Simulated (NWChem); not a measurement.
# BCl

Results from NWChem. Pople sets run with spherical d functions. B3LYP is NWChem's, with the RPA form of VWN correlation. Each level has its own optimisation; frequencies are unscaled.

```
level                                 r B–Cl (Å)  highest harmonic frequency (cm⁻¹)  zero-point energy (kcal/mol)  dipole (D)
------------------------------------  ----------  ---------------------------------  ----------------------------  ----------
LDA (Slater exchange, VWN5)/def2-SVP       1.713                                859                           1.2         ___
B3LYP/6-31G*                               1.744                                810                           1.2        1.02
PBE/def2-SVP                               1.734                                826                           1.2        1.84
BP86/def2-TZVP                             1.736                                801                           1.1        1.61
PBE0/def2-SVP                              1.719                                860                           1.2        1.77
```

Fill in the missing entries.


- LDA (Slater exchange, VWN5)/def2-SVP, dipole (D): 2.04
